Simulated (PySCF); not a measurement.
# Correlation energy of O (oxygen, neutral)

[He] 2s1 2p5, 2s spin antiparallel (an excited configuration). Calculation: PySCF 2.14, in aug-cc-pCVTZ-DK (7s6p4d2f, 59 functions); scalar relativity by spin-free X2C-1e. Frozen: nothing; 8 electrons correlated.

MP2 pair energies summed by pair of shells (mhartree):

```csv
pair,energy,share (%)
2p-2p,-158.67,57.1
2s-2p,-64.61,23.2
1s-1s,-36.24,13.0
1s-2p,-15.83,5.7
1s-2s,-2.71,1.0
```

Total MP2 correlation energy: -278.06 mhartree.

Same-spin part -50.71 and opposite-spin part -227.35 mhartree; SCS-MP2 scales them by 1/3 and 6/5 to -289.72 mhartree.
